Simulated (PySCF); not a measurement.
## Spinor energies of Cu⁺ (copper, charge +1)

Start: [Ar] 3d10. Calculated with PySCF 2.14 in x2c-SVPall-2c (5s5p3d1f, 42 functions): generalised Hartree-Fock with the X2C-1e Hamiltonian and a Gaussian nucleus; one run each with spin-orbit coupling (SO) switched off, then screened by Boettger's factors.

| spinor shell | electrons | ε, spin-free (eV) | ε, screened SO (eV) | weight of nominal j (screened SO) | rms radius, screened SO (bohr) |
| --- | --- | --- | --- | --- | --- |
| 1s1/2 | 2 | -9053.6 | -9053.6 | 1.000 | 0.0602 |
| 2s1/2 | 2 | -1141.8 | -1141.8 | 1.000 | 0.254 |
| 2p1/2 | 2 | -982.90 | -997.01 | 1.000 | 0.226 |
| 2p3/2 | 4 | -982.90 | -976.00 | 1.000 | 0.229 |
| 3s1/2 | 2 | -149.04 | -149.04 | 1.000 | 0.767 |
| 3p1/2 | 2 | -100.39 | -102.28 | 1.000 | 0.815 |
| 3d3/2 | 4 | -21.934 | -22.134 | 1.000 | 1.13 |
| 3d5/2 | 6 | -21.934 | -21.802 | 1.000 | 1.14 |

Where does 3p3/2 lie, and what is the 3p spin-orbit splitting (screened SO)?

At -99.470 eV, 2.807 eV above 3p1/2.

```csv
quantity,spin-free,screened SO
E (hartree),-1652.61406,-1652.64418
M_J,0,0
⟨J²⟩,0.000,0.000
⟨L²⟩,0.000,0.001
⟨S²⟩,0.000,0.001
```

Without spin-orbit coupling the j labels of p, d and f shells carry no meaning; the spin-free column gives the mean over the occupied spinors of each nl shell.
